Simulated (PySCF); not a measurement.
**DyCl3(H2O): from a saddle point downhill**

PySCF 2.14.0, RKS PBE0, Dy lcecp-1-SVP with ECP55, Cl def2-SVP, O def2-SVP, H def2-SVP; non-relativistic Hamiltonian with scalar-relativistic core potentials where named; density fitting; no spin-orbit coupling. Relaxed within the symmetry of its start, the geometry (Cs) is

```xyz
7

Dy    0.0191   -0.0281    0.0281
Cl    1.1206    1.8967    1.1602
Cl   -1.6516   -1.3256    1.3256
Cl    1.1206   -1.1602   -1.8967
O    -1.2970    1.3569   -1.3569
H    -1.4898    2.2884   -1.1852
H    -1.4898    1.1852   -2.2884
```

and its lowest harmonic modes are -44, 42, 60, 72, 72, 135 cm⁻¹ (negative: unstable). It was moved along the lowest mode and relaxed again.

**Question.** Where does it end, and how much lower?

**Answer.** In C1, 0.001 eV lower, after 3 steps:
```xyz
7

Dy    0.0177   -0.0328    0.0250
Cl    1.1066    1.9169    1.1307
Cl   -1.6532   -1.3409    1.3123
Cl    1.1343   -1.1828   -1.8781
O    -1.3013    1.4216   -1.2896
H    -1.2743    2.3806   -1.1685
H    -1.6978    1.2435   -2.1524
```

**Question.** How do the contacts change?

**Answer.** 
```
     contact  saddle (Å)  end (Å)
Dy1–Cl2 (Cl)       2.490    2.492
Dy1–Cl3 (Cl)       2.482    2.482
Dy1–Cl4 (Cl)       2.490    2.488
Dy1–O5 (H2O)       2.360    2.363
```


**Question.** Is the end a minimum?

**Answer.** Yes, as far as the noise of the softest modes lets one tell (those above −25 cm⁻¹ count as noise); lowest modes -3, 41, 60, 68, 74, 146 cm⁻¹.

An lcecp potential fixes the number of 4f electrons, so in runs with it no electron can move into or out of that shell.

State: singlet in the valence, with the 4f electrons in the core potential.
